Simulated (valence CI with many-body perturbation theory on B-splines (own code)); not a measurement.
Forbidden lines of Mo XX

Calculated by configuration interaction combined with many-body perturbation theory (CI+MBPT): five valence electrons over a frozen Dirac-Fock core [Ar], radial functions for each j: 7 s, 7 p, 8 d, 6 f, 4 g, 1 h, with the one-electron correlation potential Σ1 (screened to all orders), the two-electron term Σ2, the three-electron term Σ3, Breit, model QED; selected single and double excitations, second order for the rest (own B-spline code, finite nucleus).

No measured levels were compared; by estimate terms of the open shell hold to 2 to 4 % of their energy, and close levels can change places. Core correlation moves these levels by up to 12000 cm⁻¹, and in measured spectra 5 to 20 % of such shifts remained as error; rates that hang on mixing are uncertain with them. Only levels of the ground parity were solved; by the run's estimate the other parity begins above the list, which can be wrong where configurations are misplaced.

Lines 51 to 100 of 120 in falling wavelength, among levels below 45.441 eV, chosen from the decays that carry over 1 % of a level's rate. Wavelengths and rates use the calculated energies, so an error of 3000 cm⁻¹ moves a line at 225.9 nm by 6.8 % and its rate by three times that or more. Weak lines are less certain than strong ones. Lines between different terms over intervals too small for the method are left out, as are lines whose strength nearly cancels. Branching is blank where the lifetime is uncertain.

Names give the largest LS component (configuration and term), which can be under half, so a name can repeat, a term be missing and a line seem to break the LS rules; names also repeat where a configuration has a term twice. Letters in brackets count levels of one name in rising energy.

| λ vac (nm) | Upper | Lower | Type | A (s⁻¹) | Branch % |
| --- | --- | --- | --- | --- | --- |
| 225.9 | 3d5 2D_3/2 [a] | 3d5 4P_1/2 | M1 | 1.21e+02 | 9.3 |
| 216.6 | 3d5 2F_7/2 [c] | 3d5 2G_9/2 [a] | M1 | 2.66e+02 | 29.2 |
| 216.5 | 3d5 2G_9/2 [b] | 3d5 2G_9/2 [a] | M1 | 3.34e+01 | 3.6 |
| 209.7 | 3d5 2H_11/2 | 3d5 2I_13/2 | M1 | 2.93e+02 |  |
| 207.6 | 3d5 4F_3/2 | 3d5 4D_3/2 | M1 | 3.63e+02 | 32.1 |
| 202.1 | 3d5 4F_5/2 | 3d5 4D_7/2 | M1 | 2.62e+01 | 3.1 |
| 201.3 | 3d5 2F_7/2 [c] | 3d5 2F_7/2 [a] | M1 | 1.57e+02 | 17.2 |
| 198.6 | 3d5 4D_3/2 | 3d5 4G_5/2 [a] | M1 | 8.15e+01 | 7.0 |
| 197.2 | 3d5 2I_13/2 | 3d5 4G_11/2 | M1 | 2.69e+01 | 81.3 |
| 196.5 | 3d5 2F_7/2 [b] | 3d5 4D_5/2 | M1 | 3.75e+01 | 2.4 |
| 193.4 | 3d5 4F_3/2 | 3d5 4D_1/2 | M1 | 2.09e+02 | 18.5 |
| 190.7 | 3d5 2F_7/2 [a] | 3d5 4G_9/2 | M1 | 2.60e+02 | 85.4 |
| 190.6 | 3d5 2D_3/2 [a] | 3d5 4P_3/2 | M1 | 6.24e+02 | 48.1 |
| 189.3 | 3d5 2F_5/2 [a] | 3d5 4P_3/2 | M1 | 1.05e+02 | 3.3 |
| 185.1 | 3d5 2F_5/2 [a] | 3d5 4G_5/2 [b] | M1 | 2.12e+03 | 65.6 |
| 183.6 | 3d5 4F_3/2 | 3d5 4D_5/2 | M1 | 2.19e+02 | 19.4 |
| 180.4 | 3d5 2H_9/2 | 3d5 4D_7/2 | M1 | 8.55e+01 | 5.6 |
| 177.9 | 3d5 2H_11/2 | 3d5 2I_11/2 | M1 | 9.30e+02 |  |
| 176.7 | 3d5 2F_5/2 [b] | 3d5 4D_3/2 | M1 | 1.11e+02 | 7.9 |
| 174.0 | 3d5 2G_7/2 [a] | 3d5 4D_5/2 | M1 | 1.14e+02 | 10.9 |
| 173.7 | 3d5 2F_5/2 [a] | 3d5 4G_7/2 | M1 | 3.79e+02 | 11.7 |
| 169.8 | 3d5 2G_9/2 [a] | 3d5 4G_11/2 | M1 | 1.77e+02 | 44.5 |
| 167.0 | 3d5 2F_7/2 [b] | 3d5 4D_7/2 | M1 | 4.98e+02 | 31.5 |
| 166.6 | 3d5 2G_9/2 [a] | 3d5 4G_7/2 | M1 | 1.28e+02 | 32.2 |
| 159.1 | 3d5 2G_9/2 [b] | 3d5 2I_11/2 | M1 | 2.30e+02 | 24.6 |
| 159.0 | 3d5 2F_5/2 [b] | 3d5 4D_5/2 | M1 | 6.46e+01 | 4.6 |
| 150.5 | 3d5 2G_7/2 [a] | 3d5 4D_7/2 | M1 | 2.76e+02 | 26.6 |
| 147.5 | 3d5 2F_7/2 [a] | 3d5 4G_5/2 [a] | M1 | 2.84e+01 | 9.3 |
| 145.9 | 3d5 2D_3/2 [a] | 3d5 4G_5/2 [a] | M1 | 5.06e+02 | 39.0 |
| 145.2 | 3d5 2F_5/2 [a] | 3d5 4G_5/2 [a] | M1 | 5.45e+01 | 1.7 |
| 143.5 | 3d5 4F_5/2 | 3d5 4G_5/2 [b] | M1 | 1.80e+01 | 2.1 |
| 139.1 | 3d5 2F_5/2 [b] | 3d5 4D_7/2 | M1 | 1.76e+02 | 12.5 |
| 136.6 | 3d5 4F_5/2 | 3d5 4G_7/2 | M1 | 2.52e+02 | 30.0 |
| 136.2 | 3d5 2F_7/2 [c] | 3d5 4D_5/2 | M1 | 4.63e+01 | 5.1 |
| 133.1 | 3d5 2H_9/2 | 3d5 4G_9/2 | M1 | 7.03e+02 | 46.2 |
| 128.1 | 3d5 2H_9/2 | 3d5 4G_11/2 | M1 | 2.64e+02 | 17.3 |
| 126.3 | 3d5 2H_9/2 | 3d5 4G_7/2 | M1 | 2.91e+02 | 19.1 |
| 125.6 | 3d5 2F_7/2 [b] | 3d5 4G_9/2 | M1 | 6.96e+02 | 44.1 |
| 124.9 | 3d5 2F_7/2 [b] | 3d5 4G_5/2 [b] | M1 | 2.61e+01 | 1.7 |
| 121.3 | 3d5 2F_7/2 [c] | 3d5 4D_7/2 | M1 | 2.25e+01 | 2.5 |
| 121.3 | 3d5 2G_9/2 [b] | 3d5 4D_7/2 | M1 | 2.69e+02 | 28.7 |
| 121.2 | 3d5 4F_3/2 | 3d5 4P_3/2 | M1 | 2.66e+01 | 2.4 |
| 119.6 | 3d5 2F_7/2 [b] | 3d5 4G_7/2 | M1 | 8.87e+01 | 5.6 |
| 119.5 | 3d5 4F_3/2 | 3d5 4G_5/2 [b] | M1 | 6.14e+01 | 5.4 |
| 116.9 | 3d5 4G_5/2 [a] | 3d5 6S_5/2 | M1 | 7.85e+02 | 100.0 |
| 116.1 | 3d5 2G_7/2 [a] | 3d5 4G_9/2 | M1 | 2.63e+02 | 25.3 |
| 110.9 | 3d5 2G_7/2 [a] | 3d5 4G_7/2 | M1 | 7.48e+01 | 7.2 |
| 110.0 | 3d5 2F_5/2 [b] | 3d5 4P_3/2 | M1 | 6.20e+01 | 4.4 |
| 108.6 | 3d5 2F_5/2 [b] | 3d5 4G_5/2 [b] | M1 | 1.05e+02 | 7.5 |
| 104.7 | 3d5 2H_11/2 | 3d5 4G_9/2 | M1 | 3.48e+02 |  |
